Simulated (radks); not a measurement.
Task: These are the eigenvalues of the occupied orbitals of an atom or ion with whole-number occupations (Ry). Calculated with a radial shooting solver on a logarithmic mesh with Libxc functionals: scalar-relativistic Kohn-Sham, BLYP, spin-polarised, spherical densities, point nucleus.

orbital  eigenvalue
1s up     -865.3785
1s down   -865.3706
2s up     -113.0144
2s down   -113.0098
2p up     -99.58292
2p down   -99.57791
3s up     -17.66206
3s down   -17.65077
3p up     -13.50581
3p down   -13.49271
3d up      -6.65915
3d down    -6.63905
4s up      -4.25786

Which element is it, and in what charge state? The configuration may be excited. Open shells, if any, are filled with parallel spins first.

Result: Z = 33, arsenic, charge +4: As4+ in [Ar] 3d10 4s1. The list shows which subshells hold electrons but not how many an open one holds; the 1s level, -432.69 hartree, gives Z - s = 29.4 by -(Z - s)^2/2, which with screening and relativity narrows Z to a few neighbours, and the depths of the outer levels then fix element, charge and occupations together.
